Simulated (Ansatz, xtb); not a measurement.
# Relative energy of two isomers of C5H4F3N

We compare a, `N#C[C@@H]1C[C@@H]1C(F)(F)F`, a singlet, with b, `N#CC1(C(F)(F)F)CC1`, a singlet. Both are isolated molecules in the gas phase, relaxed with PBE-D3(BJ)/def2-SVP.

a (Å):

```json
{"atom": "C", "x (Å)": "-0.6264", "y (Å)": "-0.0773", "z (Å)": "-0.9561"}
{"atom": "C", "x (Å)": "0.0952", "y (Å)": "-0.1437", "z (Å)": "0.2923"}
{"atom": "C", "x (Å)": "-0.6385", "y (Å)": "-0.0983", "z (Å)": "1.6255"}
{"atom": "C", "x (Å)": "0.2308", "y (Å)": "1.0561", "z (Å)": "1.2227"}
{"atom": "C", "x (Å)": "-0.3761", "y (Å)": "2.3953", "z (Å)": "0.8856"}
{"atom": "F", "x (Å)": "0.3598", "y (Å)": "3.0460", "z (Å)": "-0.0409"}
{"atom": "F", "x (Å)": "-1.6373", "y (Å)": "2.2803", "z (Å)": "0.4104"}
{"atom": "F", "x (Å)": "-0.4232", "y (Å)": "3.1752", "z (Å)": "1.9918"}
{"atom": "N", "x (Å)": "-1.1901", "y (Å)": "-0.0664", "z (Å)": "-1.9834"}
{"atom": "H", "x (Å)": "0.9884", "y (Å)": "-0.7882", "z (Å)": "0.2378"}
{"atom": "H", "x (Å)": "-1.7264", "y (Å)": "0.0571", "z (Å)": "1.5782"}
{"atom": "H", "x (Å)": "-0.2875", "y (Å)": "-0.7685", "z (Å)": "2.4234"}
{"atom": "H", "x (Å)": "1.2117", "y (Å)": "1.1694", "z (Å)": "1.7100"}
```

b (Å):

```csv
atom,x (Å),y (Å),z (Å)
C,-0.8563,1.6877,-0.7244
C,-0.3726,1.0366,0.4709
C,0.8127,1.7365,1.1212
C,-1.3792,0.3343,1.3791
C,-0.4404,-0.4866,0.5513
F,1.2121,1.0710,2.2334
F,1.8638,1.8000,0.2797
F,0.4965,2.9951,1.4858
N,-1.2551,2.2094,-1.6951
H,-1.1868,0.4139,2.4592
H,-2.4351,0.4025,1.0803
H,0.4046,-0.9777,1.0561
H,-0.8260,-1.0046,-0.3386
```

Quicker runs give these differences E(b) − E(a): GFN2-xTB +0.020 eV; HF/STO-3G −0.006 eV (at GFN2-xTB geometries); r2SCAN-D4/def2-SVP −0.012 eV (at GFN2-xTB geometries).

Problem. Estimate E(b) − E(a) at the level CCSD(T)/def2-SVP + ΔMP2/def2-TZVPP.

Solution. CCSD(T)/def2-SVP + ΔMP2/def2-TZVPP gives E(b) − E(a) = −0.009 eV, slightly favouring structure b, which is too small a margin to settle the true order.

Level by level:

```tsv
level	geometry	E(b) − E(a) (eV)	departure from the last row (eV)	job, with rough time for the two
GFN2-xTB	GFN2-xTB	+0.020	+0.029	optimisation, 0.47 s
HF/STO-3G	GFN2-xTB	−0.006	+0.003	single point, 2.4 s
r2SCAN-D4/def2-SVP	GFN2-xTB	−0.012	−0.003	single point, 13 s
PBE-D3(BJ)/def2-SVP	PBE-D3(BJ)/def2-SVP	+0.007	+0.016	optimisation, 74 s
HF/def2-SVP	PBE-D3(BJ)/def2-SVP	+0.013	+0.022	part of the CCSD(T) run
MP2/def2-SVP	PBE-D3(BJ)/def2-SVP	−0.052	−0.043	part of the CCSD(T) run
CCSD(T)/def2-SVP	PBE-D3(BJ)/def2-SVP	−0.047	−0.038	single point
CCSD(T)/def2-SVP + ΔMP2/def2-TZVPP	PBE-D3(BJ)/def2-SVP	−0.009		single point, 6 min
```

As drawn, both hold the same kinds of bond in the same numbers.

The largest departure from CCSD(T)/def2-SVP + ΔMP2/def2-TZVPP is that of MP2/def2-SVP, 0.043 eV. The last row adds to CCSD(T) the change of the MP2 difference between the two basis sets, here +0.038 eV.

With thermal terms from frequencies at re-optimised GFN2-xTB minima (ideal gas, soft modes damped towards free rotors, one conformer each, 298.15 K, 1 atm): on the last row, ΔE + ΔZPE = −0.012, ΔH = −0.008, ΔG = −0.009 eV.

The correlated steps freeze 9 core orbitals. Mirror images aren't counted in ΔG. Programs: Ansatz 0.2.0, xtb 6.7.1; the last row on 2 threads of Intel(R) Xeon(R) Processor @ 2.50GHz (Skylake/Cascade Lake) on a shared host.
